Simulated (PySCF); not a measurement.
Molecule: `FC[C@@H]1CCC=C(Cl)O1`, C$_{6}$H$_{8}$ClFO.

Cartesian coordinates in Å; atom numbers follow the order of the lines, from 1:
```xyz
17

F    -2.933   -0.927   -0.002
C    -2.253    0.250    0.160
C    -0.806    0.079   -0.303
C    -0.014   -0.875    0.590
C     1.409   -0.996    0.051
C     1.933    0.369   -0.288
C     1.114    1.406   -0.400
Cl    1.669    3.004   -0.723
O    -0.238    1.383   -0.294
H    -2.760    1.011   -0.439
H    -2.298    0.512    1.221
H    -0.805   -0.303   -1.336
H    -0.514   -1.843    0.614
H     0.009   -0.464    1.601
H     1.429   -1.632   -0.839
H     2.057   -1.460    0.797
H     2.993    0.500   -0.418
```

Frames of a GFN2-xTB Langevin trajectory at 300 K; GIAO PBE0/pcSseg-1 shieldings in PySCF, gas phase, non-relativistic; equivalent atoms averaged within each frame.

Shifts are taken against calculated references (same method and geometry level): 19F (170.95 ppm) against CFCl3; 13C (186.93 ppm) and 1H (31.72 ppm) against TMS; 35Cl (949.78 ppm) against HCl; 17O (336.08 ppm) against H2O. The references are static minima.

How do the shifts (ppm) fluctuate along the trajectory?

## Answers


```csv
time (fs),F1,C7,C6,C2,C3,C5,C4,Cl8,O9,H10
250,-264.8,162.6,101.3,89.3,75.5,22.9,22.4,306,142.8,5.27
425,-260.5,155.5,104.2,91.2,88.2,35.0,23.9,287,158.0,5.03
625,-254.2,151.6,101.0,93.1,75.7,25.9,29.9,308,127.1,5.05
800,-269.1,154.3,99.5,84.5,82.1,38.0,29.3,299,152.9,4.11
1000,-269.1,153.1,99.9,86.2,73.1,23.6,26.6,297,124.7,5.21
mean of frames,-263.5,155.4,101.2,88.9,78.9,29.1,26.4,299,141.1,4.93
standard deviation,6.3,4.3,1.9,3.5,6.2,7.0,3.3,8,14.9,0.47
```

5 frames give an uncertainty of the mean of about the standard deviation over 2.2 at best, since frames this close in time may not be independent; classical motion lacks zero-point vibration, and the reference would need the same averaging.
